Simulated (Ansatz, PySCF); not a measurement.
Ga(Et)3 (C6H15Ga), SMILES [Ga]([CH2]C)([CH2]C)[CH2]C.

Coordinates come from a B3LYP-D3(BJ)/def2-SVP optimisation. The isomer is the one that the SMILES or the coordinates give; other isomers of the formula were not compared. One conformer was computed; it need not be the lowest.

Vertical ionisation energy (IE) and electron affinity (EA) in eV. Rows of orbital energies are one-electron estimates. Where ΔSCF, EOM or ADC give a negative EA the extra electron is unbound and the value depends on the basis.

```
level                                                                       IE     EA
------------------------------------------------------------------------  ----  -----
−ε(HOMO), −ε(LUMO), ωB97X/def2-SVP (PySCF)                                   …      …
ΔSCF, CAM-B3LYP/def2-SVPD (Ansatz), final states of multiplicity 2 and 2  8.80  -0.79
```

Problem. Fill in the missing entries. (Estimate from the structure and the level; the computed values follow.)

Solution. 
- −ε(HOMO), −ε(LUMO), ωB97X/def2-SVP (PySCF), IE: 9.10
- −ε(HOMO), −ε(LUMO), ωB97X/def2-SVP (PySCF), EA: -1.28

Problem. What vertical singlet–triplet gap does ΔSCF give with CAM-B3LYP/def2-SVPD (Ansatz, an electronic-structure program)? (An estimate is asked for; the answer gives what the named calculation found.)

Solution. 4.68 eV (triplet above singlet where positive).
